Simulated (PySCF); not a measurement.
## PbO: frontier orbitals

PBE0 at R = 1.915 Å; PySCF, scalar-relativistic core potentials, basis sets Pb cc-pVTZ-PP with ECP60, O cc-pVTZ. State: ¹Σ⁺ (singlet), closed shell. Only the outer orbitals are listed, counted within each symmetry, core potentials removing the inner ones.

```
orbital  occ.  ε (eV)  on Pb (%)           main shells (%)
     5σ     2  -21.92         60           52 Pb d, 40 O s
     6σ     2  -13.13         81           79 Pb s, 12 O p
     3π     2   -7.35         22           78 O p, 19 Pb p
     3π     2   -7.35         22           78 O p, 19 Pb p
     7σ     2   -7.26         38  60 O p, 25 Pb p, 11 Pb s
     4π     0   -2.16         85           81 Pb p, 15 O p
     4π     0   -2.16         85           81 Pb p, 15 O p
     8σ     0    0.60         93  77 Pb p, 10 Pb d, 10 O p
```

Problem. Which are the highest filled and the lowest empty level, where do they sit, and how wide is the gap?

Solution. Highest filled 7σ at -7.26 eV (in %: 60 O p, 25 Pb p, 11 Pb s); lowest empty 4π at -2.16 eV (in %: 81 Pb p, 15 O p); the gap at PBE0 is 5.10 eV.

- bond order (Mayer): 2.21
- ⟨S²⟩: 0.000
- charge on Pb (Mulliken, basis-dependent): 0.53
- charge on Pb (Löwdin, basis-dependent): 0.50
- dipole moment (positive dipole means Pb(−)O(+)): -4.50 D
- polarisability along the bond: 50.6 bohr³
- polarisability across the bond: 32.2 bohr³

Spin–orbit coupling is left out, which matters for elements this heavy, above all for dissociation energies.
